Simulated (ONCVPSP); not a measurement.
What one change does to a pseudopotential (H (Z = 1), ONCV)

ONCVPSP 4.0.1 input, shortened (lines: element, Z, core and valence counts, functional; n l f; lmax; l rc ep ncon nbas qcut; lloc lpopt rc5 dvloc0; l nproj debl; icmod fcfact rcfact), PBE, non-relativistic:

```
  H 1.00    0    1        4      upf
    1    0    1.00
    1
    0    1.20    0.00    3    6    5.90
    1    1.00    0.09    4    9    7.30
    4    3    0.75    0.00
    0    2    1.40
    1    2    2.10
    0    0.00    0.00
```

Change: all radii scaled by about 0.76 (s 0.92, p 0.76 bohr); local potential polynomial inside 0.58 bohr (lpopt 3, dvloc0 0 Ha).

Cutoffs: the cutoffs (Ha) at which the residual kinetic energy of the hardest occupied pseudo-wave falls to 1 and 0.1 mHa per electron; they do not see the model core or the augmentation charge, which bear on the density cutoff. Errors are all-electron minus pseudo energies relative to the spin-unpolarised reference configuration.

Question: What does the change do?

Answer: The potential gets harder (13 Ha and 18 Ha → 17 Ha and 83 Ha); neither file shows a bound ghost. A smaller radius makes the pseudo-wave follow the all-electron one further in, where it bends more sharply, so more plane waves are needed.

| quantity | base | changed |
| --- | --- | --- |
| cutoff, loose | 13 Ha | 17 Ha |
| cutoff, tight | 18 Ha | 83 Ha |
| bound ghosts | none | none |
| GHOST(+) flags under 300 eV | none | none |
| error for 1s0.5, meV [ΔE 4.76 eV] | +2.9 | +0.8 |
